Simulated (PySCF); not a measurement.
Cd(Et) (C₂H₅Cd), SMILES C[CH2][Cd] (connectivity only; charge and spin as stated), neutral, multiplicity 2. Atoms are numbered in the order given.

```xyz
8

Cd    -0.0427     0.7253     0.0000
C      0.7036    -1.4729     0.0000
C     -0.4358    -2.4596     0.0000
H      1.3262    -1.5098     0.8945
H      1.3262    -1.5098    -0.8945
H     -1.0734    -2.3523    -0.8809
H     -1.0734    -2.3523     0.8809
H     -0.0651    -3.4935     0.0000
```
Charge 0, spin multiplicity 2.

Coordinates come from a PBE0-D3(BJ)/def2-TZVP optimisation. The spin state was assumed, not searched. The isomer is the one that the SMILES or the coordinates give; other isomers of the formula were not compared. The def2 effective core potentials stand for the cores of Cd; spin–orbit coupling is left out.

Method: PySCF with TDA-PBE/def2-SVPD.

Vertical excitations. Gas-phase values at a fixed geometry.

| state | energy (eV) | λ (nm) | f | main pairs |
|---|---|---|---|---|
| root 1 | 2.84 | 436 | 0.047 | α HOMO→LUMO 97 % |
| root 2 | 2.88 | 431 | 0.049 | α HOMO→LUMO+1 97 % |
| root 3 | 3.47 | 358 | 0.058 | α HOMO→LUMO+2 21 %, β HOMO→LUMO 73 % |
| root 4 | 4.42 | 280 | 0.178 | α HOMO→LUMO+2 73 %, β HOMO→LUMO 13 % |
| root 5 | 4.93 | 251 | 0.026 | α HOMO−1→LUMO 35 %, β HOMO→LUMO+1 56 % |
| root 6 | 4.98 | 249 | 0.010 | α HOMO−1→LUMO+1 40 %, β HOMO→LUMO+2 57 % |
| root 7 | 5.17 | 240 | 0.276 | α HOMO→LUMO+3 76 % |
| root 8 | 5.24 | 237 | 0.000 | β HOMO−1→LUMO 98 % |
| root 9 | 5.59 | 222 | 0.232 | α HOMO→LUMO+4 87 % |
| root 10 | 5.98 | 207 | 0.322 | α HOMO−1→LUMO 52 %, β HOMO→LUMO+1 34 % |
Unrestricted roots are not spin-pure.
